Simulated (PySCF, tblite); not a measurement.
Isomers of C6H11B. Calculated harmonic vibrations of the isolated species, GFN2-xTB (tblite), most abundant isotopes, no scaling. This tight-binding method is rough: wavenumbers can miss measured ones by several per cent, in bad cases by 10 to 20. Modes of hydrogen on boron can be 10 to 20 % off. One conformer each.

Electronic energies: PBE0-D3(BJ)/def2-SVP at its own geometries (PySCF, gas phase).

```tsv
SMILES	electronic energy, lowest = 0 (kJ/mol)
B/C(=C/C)C(=C)C	81.0
C=C[C@@H]1BCCC1	0.0
CC#CCB(C)C	46.3
C=CBC1CCC1	81.0
```

How do GFN2-xTB zero-point energies change the relative energies?

```csv
SMILES,ZPE (kJ/mol),of it from modes above 1550 cm⁻¹,electronic (kJ/mol),"with ZPE, lowest = 0 (kJ/mol)",lowest mode (cm⁻¹),rings
C=C[C@@H]1BCCC1,403.5,205.6,0.0,0.0,70,1
CC#CCB(C)C,392.0,211.5,46.3,34.8,17,0
B/C(=C/C)C(=C)C,390.8,215.3,81.0,68.3,48,0
C=CBC1CCC1,401.7,205.6,81.0,79.3,38,1
```

The zero-point energies span 12.7 kJ/mol, from `B/C(=C/C)C(=C)C` to `C=C[C@@H]1BCCC1`. The order is unchanged.

And how do the electronic energies of GFN2-xTB itself compare?

`C=C[C@@H]1BCCC1` 0.0; `CC#CCB(C)C` 89.4; `B/C(=C/C)C(=C)C` 53.5; `C=CBC1CCC1` 70.0 kJ/mol, lowest = 0. Against the energies above, taken from the same isomer `C=C[C@@H]1BCCC1`, the largest difference is 43.1 kJ/mol. The two levels were optimised apart and needn't hold the same conformer.

What do entropy and thermal enthalpy add at 298.15 K and 1 bar (rigid rotor, harmonic oscillator, one conformer each)?

```json
{"SMILES": "C=C[C@@H]1BCCC1", "point group": "C1", "symmetry number": "1", "S (J/(mol K))": "354.7", "H − H(0) (kJ/mol)": "22.40", "ZPE + H − H(0) − TS (kJ/mol)": "320.1"}
{"SMILES": "B/C(=C/C)C(=C)C", "point group": "C1", "symmetry number": "1", "S (J/(mol K))": "389.2", "H − H(0) (kJ/mol)": "27.30", "ZPE + H − H(0) − TS (kJ/mol)": "302.1"}
{"SMILES": "C=CBC1CCC1", "point group": "C1", "symmetry number": "1", "S (J/(mol K))": "383.3", "H − H(0) (kJ/mol)": "24.40", "ZPE + H − H(0) − TS (kJ/mol)": "311.8"}
```

Not tabulated: `CC#CCB(C)C` (lowest mode only 17 cm⁻¹).
